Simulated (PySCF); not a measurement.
BF$_{2}$ (SMILES F[B]F), doublet, geometry from GFN2-xTB; B3LYP/pcseg-1 in PySCF.

Here is a job for PySCF.
```python
from pyscf import gto, scf, dft

mol = gto.M(
    atom='''
F    -1.09933277   -0.18974845    0.05097832
B    -0.01799801    0.56075196   -0.01779468
F     1.10933166   -0.12178042   -0.04109239
''',
    basis='pcseg-1',
    spin=1,
    verbose=4,
)

mf = dft.UKS(mol)
mf.xc = 'b3lyp'
mf.kernel()
mf.analyze()
```

Q: What does PySCF print? Leave out banner, timings and long lists.

A: 
```
PySCF version 2.14.0

[INPUT] verbose = 4
[INPUT] num. atoms = 3
[INPUT] num. electrons = 23
[INPUT] charge = 0
[INPUT] spin (= nelec alpha-beta = 2S) = 1
[INPUT] symmetry False subgroup None
[INPUT] Mole.unit = angstrom
[INPUT] Symbol           X                Y                Z      unit          X                Y                Z       unit  Magmom
[INPUT]  1 F     -1.099332770000  -0.189748450000   0.050978320000 AA   -2.077437855059  -0.358572603061   0.096335063090 Bohr   0.0
[INPUT]  2 B     -0.017998010000   0.560751960000  -0.017794680000 AA   -0.034011309687   1.059667628213  -0.033627071674 Bohr   0.0
[INPUT]  3 F      1.109331660000  -0.121780420000  -0.041092390000 AA    2.096333018709  -0.230131641135  -0.077653362904 Bohr   0.0

nuclear repulsion = 55.5144556060117
number of shells = 9
number of NR pGTOs = 75
number of NR cGTOs = 42
basis = pcseg-1
ecp = {}

******** <class 'pyscf.dft.uks.UKS'> ********
method = UKS
initial guess = minao
damping factor = 0
level_shift factor = 0
DIIS = <class 'pyscf.scf.diis.CDIIS'>
diis_start_cycle = 1
diis_space = 8
diis_damp = 0
SCF conv_tol = 1e-09
SCF conv_tol_grad = None
SCF max_cycles = 50
direct_scf = True
direct_scf_tol = 1e-13
number electrons alpha = 12  beta = 11
XC library pyscf.dft.libxc version 7.1.2
    S. Lehtola, C. Steigemann, M. J. T. Oliveira, and M. A. L. Marques,  SoftwareX 7, 1–5 (2018)
XC functionals = b3lyp
    P. J. Stephens, F. J. Devlin, C. F. Chabalowski, and M. J. Frisch,  J. Phys. Chem. 98, 11623 (1994)
radial grids:
    Treutler-Ahlrichs [JCP 102, 346 (1995); DOI:10.1063/1.469408] (M4) radial grids

becke partition: Becke, JCP 88, 2547 (1988); DOI:10.1063/1.454033
pruning grids: <function nwchem_prune>
grids dens level: 3
symmetrized grids: False
atomic radii adjust function: <function treutler_atomic_radii_adjust>
small_rho_cutoff = 0
Set gradient conv threshold to 3.16228e-05
tot grids = 42576
init E= -224.762121408697

cycle= 1 E= -224.467305170665  delta_E= 0.295  |g|= 0.396  |ddm|= 1.31
cycle= 2 E= -224.375574360031  delta_E= 0.0917  |g|= 0.675  |ddm|= 0.629
cycle= 3 E= -224.52558490196  delta_E= -0.15  |g|= 0.016  |ddm|= 0.354
cycle= 4 E= -224.525722365016  delta_E= -0.000137  |g|= 0.00574  |ddm|= 0.0212
cycle= 5 E= -224.525742076836  delta_E= -1.97e-05  |g|= 0.000721  |ddm|= 0.00958
cycle= 6 E= -224.525742658168  delta_E= -5.81e-07  |g|= 0.000154  |ddm|= 0.00147
cycle= 7 E= -224.525742678507  delta_E= -2.03e-08  |g|= 3.92e-05  |ddm|= 0.000242
cycle= 8 E= -224.525742679736  delta_E= -1.23e-09  |g|= 5.36e-06  |ddm|= 5.62e-05
cycle= 9 E= -224.525742679765  delta_E= -2.88e-11  |g|= 1.38e-06  |ddm|= 8.33e-06
Extra cycle  E= -224.525742679766  delta_E= -8.53e-13  |g|= 1.57e-06  |ddm|= 2.19e-06
converged SCF energy = -224.525742679766  <S^2> = 0.75126877  2S+1 = 2.0012684
**** SCF Summaries ****
Total Energy =                        -224.525742679765642
Nuclear Repulsion Energy =              55.514455606011722
One-electron Energy =                 -421.498791811197293
Two-electron Energy =                  141.458593525419957
Two-electron Coulomb Energy =          166.455472567012521
DFT Exchange-Correlation Energy =      -24.996879041592564
**** MO energy ****
                             alpha | beta                alpha | beta
MO #1   energy= -24.7135722205854  | -24.7108981880067  occ= 1 | 1
MO #2   energy= -24.713567801887   | -24.7108928866758  occ= 1 | 1
MO #3   energy= -6.90053240451482  | -6.88691570003454  occ= 1 | 1
MO #4   energy= -1.27297799570811  | -1.26702650927255  occ= 1 | 1
MO #5   energy= -1.23981829312365  | -1.23362375712869  occ= 1 | 1
MO #6   energy= -0.607754173000398 | -0.601152291755843 occ= 1 | 1
MO #7   energy= -0.560667996655216 | -0.55062509910875  occ= 1 | 1
MO #8   energy= -0.517814571167218 | -0.512270993693558 occ= 1 | 1
MO #9   energy= -0.516122384955884 | -0.499015427759339 occ= 1 | 1
MO #10  energy= -0.459874156462311 | -0.459232440073797 occ= 1 | 1
MO #11  energy= -0.443403846219891 | -0.437752441570665 occ= 1 | 1
MO #12  energy= -0.26970596064958  | -0.110966371524188 occ= 1 | 0
MO #13  energy= -0.0346738821193395 | -0.00321698725932862 occ= 0 | 0
MO #14  energy= 0.111009619608908  | 0.123642806360478  occ= 0 | 0
MO #15  energy= 0.1262314853092    | 0.132734244569643  occ= 0 | 0
MO #16  energy= 0.230893146454684  | 0.24450493334672   occ= 0 | 0
MO #17  energy= 0.24673467512323   | 0.304881373191274  occ= 0 | 0
MO #18  energy= 0.436709716189864  | 0.468435258128073  occ= 0 | 0
MO #19  energy= 0.476147630692597  | 0.48359802502753   occ= 0 | 0
MO #20  energy= 0.937368605629385  | 0.941314347640422  occ= 0 | 0

To work with the spin densities directly, `use mulliken_meta_spin()` only printing them here.

 ** Mulliken spin pop alpha/beta on meta-lowdin orthogonal AOs **
 ** Mulliken Spin Density (per AO)  **
spin_pop of  0 F 1s       -0.00000
spin_pop of  0 F 2s        0.00343
spin_pop of  0 F 3s        0.00011
spin_pop of  0 F 2px      -0.00115
spin_pop of  0 F 2py       0.05355
spin_pop of  0 F 2pz      -0.00847
spin_pop of  0 F 3px      -0.00000
spin_pop of  0 F 3py       0.00130
spin_pop of  0 F 3pz       0.00001
spin_pop of  0 F 3dxy      0.00020
spin_pop of  0 F 3dyz      0.00001
spin_pop of  0 F 3dz^2     0.00008
spin_pop of  0 F 3dxz     -0.00001
spin_pop of  0 F 3dx2-y2    0.00002
spin_pop of  1 B 1s        0.00013
spin_pop of  1 B 2s        0.49010
spin_pop of  1 B 3s        0.00880
spin_pop of  1 B 2px      -0.00012
spin_pop of  1 B 2py       0.38315
spin_pop of  1 B 2pz       0.01745
spin_pop of  1 B 3px       0.00015
spin_pop of  1 B 3py       0.00198
spin_pop of  1 B 3pz       0.00027
spin_pop of  1 B 3dxy     -0.00027
spin_pop of  1 B 3dyz     -0.00035
spin_pop of  1 B 3dz^2     0.00014
spin_pop of  1 B 3dxz      0.00008
spin_pop of  1 B 3dx2-y2    0.00031
spin_pop of  2 F 1s       -0.00000
spin_pop of  2 F 2s        0.00343
spin_pop of  2 F 3s        0.00011
spin_pop of  2 F 2px      -0.00053
spin_pop of  2 F 2py       0.05296
spin_pop of  2 F 2pz      -0.00850
spin_pop of  2 F 3px      -0.00001
spin_pop of  2 F 3py       0.00131
spin_pop of  2 F 3pz       0.00001
spin_pop of  2 F 3dxy      0.00017
spin_pop of  2 F 3dyz      0.00001
spin_pop of  2 F 3dz^2     0.00008
spin_pop of  2 F 3dxz     -0.00001
spin_pop of  2 F 3dx2-y2    0.00005
 ** Mulliken Spin Density (per atom)  **
spin density of  0 F =      0.04909
spin density of  1 B =      0.90183
spin density of  2 F =      0.04909
 ** Mulliken pop alpha/beta on meta-lowdin orthogonal AOs **
 ** Mulliken pop       alpha | beta **
In total            12.00000 | 11.00000
 ** Mulliken atomic charges   ( Nelec_alpha | Nelec_beta ) **
charge of  0F =     -0.25235  (     4.65072      4.60163 )
charge of  1B =      0.50469  (     2.69857      1.79674 )
charge of  2F =     -0.25235  (     4.65072      4.60163 )
Dipole moment(X, Y, Z, Debye): -0.02104,  0.65545, -0.02080
```
